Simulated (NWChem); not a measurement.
# HSOF₂ cation; SMILES [OH+]=S(F)F

All runs: NWChem. Pople sets run with spherical d functions. All runs use the structure optimised with PBE0/def2-SVP. Vertical excitations in the gas phase; the lowest state need not have the same character in each row.

| level | lowest excitation, singlet (eV) | oscillator strength of that lowest state | lowest state with f > 0.02, singlet (eV) | orbital gap (eV) |
|---|---|---|---|---|
| PBE/6-31+G*, TDA | 7.82 | 0.001 | 8.40 | 7.18 |
| B3LYP/6-31+G*, TDA | ___ | ___ | ___ | ___ |
| PBE0/6-31+G*, TDA | 8.60 | 0.032 | 8.60 | 9.92 |
| Hartree-Fock/6-31+G*, CIS | 9.69 | 0.146 | 9.69 | 18.19 |

Question: Fill in the missing entries.

Answer: 
- B3LYP/6-31+G*, TDA, lowest excitation, singlet (eV): 8.46
- B3LYP/6-31+G*, TDA, oscillator strength of that lowest state: 0.019
- B3LYP/6-31+G*, TDA, lowest state with f > 0.02, singlet (eV): 9.07
- B3LYP/6-31+G*, TDA, orbital gap (eV): 9.39
